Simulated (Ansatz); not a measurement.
C3H6FGa (`C=[CH][Ga]([CH3])[F]`) at its PBE0-D4/def2-TZVP geometry, where that method's forces vanish. Charge 0, multiplicity 1.

```xyz
11

C     1.0449    1.8737    1.1290
C     0.0569    0.9860    1.0248
Ga    0.0779   -0.3154   -0.4134
C    -1.0656   -1.7781   -1.0064
F     1.5174   -0.0838   -1.4250
H     1.8712    1.8893    0.4237
H     1.0729    2.6198    1.9205
H    -0.7460    1.0133    1.7586
H    -1.3906   -1.5938   -2.0327
H    -1.9447   -1.9017   -0.3734
H    -0.4945   -2.7092   -1.0056
```

(1) What forces (eV/Å) does PBE-D4/def2-TZVPP give on these atoms in Ansatz? (Estimate.)

Answers

(1) Computed: 
```
C1   0.239  0.212  0.030
C2  -0.218 -0.208 -0.034
Ga3 -0.333 -0.069  0.211
C4  -0.001 -0.007 -0.002
F5   0.413  0.064 -0.291
H6   0.177  0.016 -0.142
H7   0.015  0.165  0.164
H8  -0.184 -0.022  0.134
H9  -0.057  0.037 -0.193
H10 -0.160 -0.014  0.124
H11  0.108 -0.173 -0.001
```
